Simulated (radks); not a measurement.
Problem. All-electron atom: Pr XLIII in [Ne] 3s2 3p5. Calculated with a radial shooting solver on a logarithmic mesh with Libxc functionals: Dirac Kohn-Sham, Wu-Cohen GGA, spin-unpolarised, spherical densities, finite nucleus; open shells fill j = l - 1/2 first; Fermi nuclear charge, rms radius 4.8919 fm. Some entries of the table are withheld. Estimate them.

| orbital | occ. | eigenvalue (eV) | r(max) (bohr) | <r^2> (bohr^2) |
|---|---|---|---|---|
| 1s1/2 | 2 | -44328.69 | (1) | (2) |
| 2s1/2 | 2 | (3) | 0.08700 | 0.01218 |
| 2p1/2 | 2 | -8853.015 | 0.06617 | 0.008898 |
| 2p3/2 | 4 | -8361.045 | 0.07143 | 0.01008 |
| 3s1/2 | 2 | -3528.797 | 0.2358 | 0.07081 |
| 3p1/2 | 2 | -3402.139 | 0.2213 | (4) |
| 3p3/2 | 3 | -3280.220 | 0.2309 | (5) |

Solution. 
(1) 1s1/2 r(max) (bohr): 0.01541
(2) 1s1/2 <r^2> (bohr^2): 0.0007896
(3) 2s1/2 eigenvalue (eV): -9193.367
(4) 3p1/2 <r^2> (bohr^2): 0.06461
(5) 3p3/2 <r^2> (bohr^2): 0.06965
